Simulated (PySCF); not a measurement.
Correlation energy of B⁺ (boron, charge +1)

[He] 2s2, closed-shell 1S. Computed with PySCF 2.14 in aug-cc-pCVQZ-DK (9s8p6d4f2g, 109 functions), with the spin-free X2C one-electron Hamiltonian (Gaussian nucleus). Frozen: nothing; 4 electrons correlated.

MP2 pair energies summed by pair of shells (mhartree):

```tsv
pair	energy	share (%)
1s-1s	-38.99	46.1
2s-2s	-38.32	45.3
1s-2s	-7.32	8.6
```

Total MP2 correlation energy: -84.64 mhartree.

Same-spin part -1.93 and opposite-spin part -82.70 mhartree; SCS-MP2 scales them by 1/3 and 6/5 to -99.89 mhartree.

MP2 falls well short for the outer s pair, which is nearly degenerate with np².
